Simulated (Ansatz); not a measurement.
Consider the ligand exchange at the Si–C bond: `B[SiH2][CH2][InH2]` + HBr → `B[SiH2]Br` + `[CH3][InH2]`.

Isolated molecules relaxed with PBE0-D4/def2-TZVP in Ansatz; ΔE leaves out vibrations. CCSD(T)/CBS adds triple-zeta CCSD(T) − MP2 to the extrapolated MP2 energy (def2 sets, frozen cores). Functionals use def2-TZVPP. B3LYP here is the variant with VWN-RPA as its local correlation; programs differ in this. def2 core potentials past Kr. For Br, In outer-core shells are correlated without core-valence functions, which leaves a few kJ/mol of doubt a bond. Scalar relativity is left out up to krypton. Each species was taken in one conformer, which may not be the lowest.

```
             level  ΔE (kJ/mol)  difference from CCSD(T)/CBS
            PBE-D4        -79.6                         -1.4
         r2SCAN-D4        -83.0                         -4.8
           PBE0-D4        -83.3                         -5.1
          B3LYP-D4        -86.5                         -8.3
           ωB97X-V        -85.8                         -7.6
           ωB97M-V        -83.9                         -5.7
            B2PLYP        -90.5                        -12.3
               PBE        -85.3                         -7.1
            r2SCAN        -84.6                         -6.4
              PBE0        -88.3                        -10.1
             B3LYP        -95.5                        -17.3
     HF/def2-TZVPP       -109.5                        -31.3
    MP2/def2-TZVPP        -81.6                         -3.4
SCS-MP2/def2-TZVPP        -85.0                         -6.8
   CCSD/def2-TZVPP        -82.3                         -4.1
CCSD(T)/def2-TZVPP        -78.3                         -0.1
     HF/def2-QZVPP       -109.0                        -30.8
    MP2/def2-QZVPP        -81.4                         -3.2
SCS-MP2/def2-QZVPP        -84.9                         -6.7
      HF/CBS(def2)       -109.0                        -30.8
     MP2/CBS(def2)        -81.6                         -3.4
    CCSD/CBS(def2)        -82.3                         -4.1
       CCSD(T)/CBS        -78.2                            0
```

Largest T1 diagnostic among the species: 0.013.

From PBE to PBE0 (25 % exact exchange), in def2-TZVPP and without D4, ΔE moves by −3.0 kJ/mol. The D4 term adds +9.0 kJ/mol with B3LYP and +5.0 kJ/mol with PBE0; it sums over pairs of atoms, weighted by their polarisabilities, and B3LYP, whose exchange is more repulsive, gets the larger term.
